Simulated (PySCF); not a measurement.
BeH2, SMILES [BeH2]. Atoms are numbered in the order given.

```xyz
3

Be     0.0000     0.0000     0.0000
H      0.0000     0.0000    -1.3413
H      0.0000     0.0000     1.3413
```
Charge 0, spin multiplicity 1.

Geometry optimised at PBE-D3(BJ)/def2-TZVPD. The isomer is the one that the SMILES or the coordinates give; other isomers of the formula were not compared.

Method: PySCF with B3LYP/def2-TZVPD.

Isolated molecule, no solvent.

The total energy is -15.92162 hartree and the point group is D∞h. The highest occupied level is -8.64 eV and the lowest empty level comes out as -1.11 eV. The orbital gap comes out as 7.53 eV. The dipole moment comes out as 0.00 D, the quadrupole, principal values (traceless, Buckingham form, about the centre of nuclear charge) comes out as -5.27, 2.63, 2.63 D·Å and the mean static polarisability is 20.8 bohr³ (3.08 Å³). The polarisability, principal values is 20.4, 20.4, 21.5 bohr³.
